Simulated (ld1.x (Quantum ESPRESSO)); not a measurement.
Which change was made? (Pt, TM)

```json
{"Element": "platinum (Pt)", "Generator": "ld1.x (Quantum ESPRESSO) 7.5", "Type": "norm-conserving Troullier–Martins (Kleinman–Bylander form)", "Functional": "PBE", "Relativity": "scalar-relativistic", "Frozen core": "[Xe] 4f14", "Valence charge": "10", "Reference configuration": "5d9 6s0.5 6p0.5", "Partial waves": "6s (bound): rc 2.15 bohr; 6p (bound): rc 2.95 bohr; 5d (bound): rc 1.30 bohr; 5f channel at 0.05 Ry: rc 2.85 bohr", "Local potential": "all-electron potential smoothed inside 2.25 bohr (lloc = -2)", "Core correction": "none"}
```

Cutoffs, loose and tight: the cutoffs (Ry, on a coarse ladder) from which the occupation-weighted sum of valence levels, in a spherical-Bessel basis at the reference potential, stays within 10 and 1 mRy of its value at 400 Ry. They do not see the model core or the augmentation charge, which bear on the density cutoff. Test errors are all-electron minus pseudo excitation energies from the reference, over the configurations 5d9 6s1 6p0; 5d9 6s0 6p0; 5d8 6s0 6p0; 5d8 6s2 6p0; 5d8 6s1 6p1; 5d9.5 6s0.5 6p0; 5d7 6s0 6p0; variants that change the core or the reference have their own tests. The largest error is taken over the tests solved by every variant that gives reliable tests at all, those not shown here included: 5d7 6s0 6p0; 5d8 6s0 6p0; 5d8 6s1 6p1; 5d8 6s2 6p0; 5d9 6s0 6p0; 5d9 6s1 6p0.

The base gives: outcome: generated; cutoff, loose: 50 Ry; cutoff, tight: 80 Ry; bound ghosts: none; largest test error (meV): -98.

Task: After one change the result is: outcome: generated; cutoff, loose: 40 Ry; cutoff, tight: 50 Ry; bound ghosts: none; largest test error (meV): -422. Which change was it?
A. all radii scaled by about 1.39 (s 2.98, p 4.10, d 1.80, f 3.96 bohr); local potential all-electron potential smoothed inside 3.12 bohr (lloc = -2)
B. all radii scaled by about 1.14 (s 2.46, p 3.36, d 1.48, f 3.24 bohr); local potential all-electron potential smoothed inside 2.56 bohr (lloc = -2)
C. all radii scaled by about 0.82 (s 1.76, p 2.40, d 1.06, f 2.32 bohr); local potential all-electron potential smoothed inside 1.84 bohr (lloc = -2)

Result: A. The others give: all radii scaled by about 1.14 (s 2.46, p 3.36, d 1.48, f 3.24 bohr); local potential all-electron potential smoothed inside 2.56 bohr (lloc = -2) → outcome: generated; cutoff, loose: 40 Ry; cutoff, tight: 70 Ry; bound ghosts: none; largest test error (meV): -179 | all radii scaled by about 0.82 (s 1.76, p 2.40, d 1.06, f 2.32 bohr); local potential all-electron potential smoothed inside 1.84 bohr (lloc = -2) → outcome: generated; cutoff, loose: 140 Ry; cutoff, tight: 230 Ry; bound ghosts: none; largest test error (meV): -46.
